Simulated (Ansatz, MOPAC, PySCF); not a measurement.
Torsion H4–S1–Pb2–I3 in HIPbS (SMILES [SH][Pb][I]); at each angle all else is relaxed with GFN2-xTB, and the levels are single points there.
Geometry at 0° (charge 0, multiplicity 1):
```xyz
4

S     -1.60420     0.37041    -0.15152
Pb     0.68301     1.29659    -0.68523
I      2.29631    -0.61487     0.41688
H     -1.30021    -0.74317     0.49048
```

On the grid 0° to 330°, 270° is the highest and 0° the lowest point at CCSD(T)/CBS(def2-TZVPP, def2-QZVPP).

Frozen-core correlation. Filled d and f shells under p-block atoms count as core. CBS(a, b) extrapolates the correlation energy as X⁻³ and adds the Hartree–Fock energy of set b. The state reached by PM6 isn't checked.

Programs: Ansatz (a quantum-chemistry and plane-wave program); MOPAC for PM6 (differences of heats of formation); PySCF for the dispersion terms. Values without a source in brackets are computed. In def2 rows elements past Kr take small-core potentials, without spin–orbit coupling.

```csv
level,energy at 270° less that at 0° (kcal/mol)
PM6,4.86
PBE-D4/def2-TZVPP,7.29
r2SCAN/def2-TZVPP,7.56
PBE0-D3(BJ)/def2-TZVPP,7.23
PBE0-D4/def2-TZVPP,7.19
wB97X-V/def2-TZVPP,7.09
wB97M-V/def2-TZVPP,7.13
MP2/def2-QZVPP,___
"CCSD(T)/CBS(def2-TZVPP, def2-QZVPP)",___
```

### Question
What belongs in the gaps?

### Answer

- MP2/def2-QZVPP, energy at 270° less that at 0° (kcal/mol): 6.82
- CCSD(T)/CBS(def2-TZVPP, def2-QZVPP), energy at 270° less that at 0° (kcal/mol): 6.57
